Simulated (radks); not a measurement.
Values are calculated unless marked as measured or tabulated.
Ba52+, configuration [He] 2s2. Level of theory: Dirac Kohn-Sham, AM05, spin-unpolarised, spherical densities, finite nucleus; Fermi nuclear charge, rms radius 4.8378 fm (a radial shooting solver on a logarithmic mesh with Libxc functionals).

Normalised radial functions P(r) = r R(r) (large component), r in bohr:

```
   r/bohr * 2s1/2, o 2p1/2, + 2p3/2 (the largest magnitude, 3.28, reaches the edge; | marks zero, & curves that meet)
 0.001745                             &    *
 0.002114                             &     *
 0.002541                             +o     *
 0.003079                             +o      *
 0.003731                             |&       *
 0.004485                             |&        *
 0.005434                             |+o        *
 0.006584                             |+o         *
 0.007914                             | +o         *
 0.009589                             |  +o         *
  0.01162                             |   +o        *
  0.01397                             |    + o      *
  0.01692                             |      + o   *
   0.0205                             |        + &
  0.02465                             |       *   + o
  0.02986                             |  *           + o
  0.03618                          *  |                 + o
  0.04349                    *        |                     +o
   0.0527             *               |                       + o
  0.06386       *                     |                         +o
  0.07737   *                         |                          &
    0.093  *                          |                        &
   0.1127    *                        |                    &
   0.1365         *                   |              o+
   0.1641               *             |         o+
   0.1989                     *       |     &
    0.241                         *   |  &
   0.2896                            *|&
   0.3509                             &
```

2s1/2: eigenvalue -10297.2 eV, 1 radial node at r = 0.0331 bohr, <r> = 0.103 bohr, 90 % of the charge inside 0.159 bohr. 2p1/2 (empty): eigenvalue -10153.3 eV, 0 radial nodes, <r> = 0.0860 bohr, 90 % of the charge inside 0.140 bohr. 2p3/2 (empty): eigenvalue -9710.2 eV, 0 radial nodes, <r> = 0.0913 bohr, 90 % of the charge inside 0.147 bohr.
